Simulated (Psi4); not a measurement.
C3H8B (SMILES [CH2]B(C)C), doublet, geometry from GFN2-xTB; MP2/STO-3G run with Psi4 1.11.

Psi4 was given this input:
```
memory 2 GB

molecule mol {
0 2
C    -0.268206    1.499539    0.446048
B    -0.012775    0.079892    0.022886
C     1.462424   -0.510630    0.011133
C    -1.216351   -0.859443   -0.418940
H    -1.124640    2.073466    0.126084
H     0.386118    2.053347    1.102127
H     1.482097   -1.549823    0.333268
H     2.150455    0.055510    0.634210
H     1.868507   -0.497648   -0.999995
H    -2.052097   -0.297243   -0.829145
H    -0.910674   -1.604959   -1.149546
H    -1.603091   -1.408912    0.439119
}

set {
  basis sto-3g
  reference uhf
}

energy('mp2')
print_variables()
```

Output, abridged:

```
    SCF Algorithm Type (re)set to DF.

   => Loading Basis Set <=

    Name: STO-3G
    Role: ORBITAL
    Keyword: BASIS

         ---------------------------------------------------------
                                   SCF
               by Justin Turney, Rob Parrish, Andy Simmonett
                          and Daniel G. A. Smith
                              UHF Reference
         ---------------------------------------------------------

  ==> Geometry <==

    Molecular point group: c1
    Full point group: C1

    Geometry (in Angstrom), charge = 0, multiplicity = 2:

       Center              X                  Y                   Z               Mass
    ------------   -----------------  -----------------  -----------------  -----------------
         C           -0.264428649545     1.476883507662     0.439433336826    12.000000000000
         B           -0.008997649545     0.057236507662     0.016271336826    11.009305360000
         C            1.466201350455    -0.533285492338     0.004518336826    12.000000000000
         C           -1.212573649545    -0.882098492338    -0.425554663174    12.000000000000
         H           -1.120862649545     2.050810507662     0.119469336826     1.007825032230
         H            0.389895350455     2.030691507662     1.095512336826     1.007825032230
         H            1.485874350455    -1.572478492338     0.326653336826     1.007825032230
         H            2.154232350455     0.032854507662     0.627595336826     1.007825032230
         H            1.872284350455    -0.520303492338    -1.006609663174     1.007825032230
         H           -2.048319649545    -0.319898492338    -0.835759663174     1.007825032230
         H           -0.906896649545    -1.627614492338    -1.156160663174     1.007825032230
         H           -1.599313649545    -1.431567492338     0.432504336826     1.007825032230

  Running in c1 symmetry.

  Rotational constants: A =      0.26573  B =      0.24753  C =      0.13499 [cm^-1]
  Rotational constants: A =   7966.37358  B =   7420.62913  C =   4046.86989 [MHz]
  Nuclear repulsion =  105.477545531287959

  Charge       = 0
  Multiplicity = 2
  Electrons    = 31
  Nalpha       = 16
  Nbeta        = 15

  ==> Algorithm <==

  SCF Algorithm Type is DF.
  DIIS enabled.
  MOM disabled.
  Fractional occupation disabled.
  Guess Type is SAD.
  Energy threshold   = 1.00e-08
  Density threshold  = 1.00e-08
  Integral threshold = 1.00e-12

  ==> Primary Basis <==

[...]
  @DF-UHF Final Energy:  -141.22445101497578
    Total Energy =                       -141.2244510149757843
[...]
 Magnitude           :                                                    0.1505039

 ------------------------------------------------------------------------------------

  //>>>>>>>>>>>>>>>>>>>>>>>>>>>>>>>>>>>//
  //               DFMP2               //
  //<<<<<<<<<<<<<<<<<<<<<<<<<<<<<<<<<<<//

   => Loading Basis Set <=

    Name: (STO-3G AUX)
    Role: RIFIT
    Keyword: DF_BASIS_MP2

	 --------------------------------------------------------
	                          DF-MP2
	      2nd-Order Density-Fitted Moller-Plesset Theory

	        Rob Parrish, Justin Turney, Andy Simmonett,
	           Ed Hohenstein, and C. David Sherrill
	 --------------------------------------------------------

	 --------------------------------------------------------
	                 NBF =    28, NAUX =   304
	 --------------------------------------------------------
	   CLASS    FOCC     OCC    AOCC    AVIR     VIR    FVIR
	   ALPHA       0      16      16      12      12       0
	    BETA       0      15      15      13      13       0
	 --------------------------------------------------------

	-----------------------------------------------------------
	 ==================> DF-MP2 Energies <====================
	-----------------------------------------------------------
	 Reference Energy          =    -141.2244510149757843 [Eh]
	 Singles Energy            =      -0.0000000000000000 [Eh]
	 Same-Spin Energy          =      -0.0184043006318665 [Eh]
	 Opposite-Spin Energy      =      -0.1540351554430873 [Eh]
	 Correlation Energy        =      -0.1724394560749538 [Eh]
	 Total Energy              =    -141.3968904710507388 [Eh]
	-----------------------------------------------------------
	 ================> DF-SCS-MP2 Energies <==================
	-----------------------------------------------------------
	 SCS Same-Spin Scale       =       0.3333333333333333 [-]
	 SCS Opposite-Spin Scale   =       1.2000000000000000 [-]
	 SCS Same-Spin Energy      =      -0.0061347668772888 [Eh]
	 SCS Opposite-Spin Energy  =      -0.1848421865317048 [Eh]
	 SCS Correlation Energy    =      -0.1909769534089936 [Eh]
	 SCS Total Energy          =    -141.4154279683847903 [Eh]
	-----------------------------------------------------------

  Variable Map:
  ----------------------------------------------------------------------------
[...]
  Array Variable Map:
  ----------------------------------------------------------------------------
[...]
[...]
```
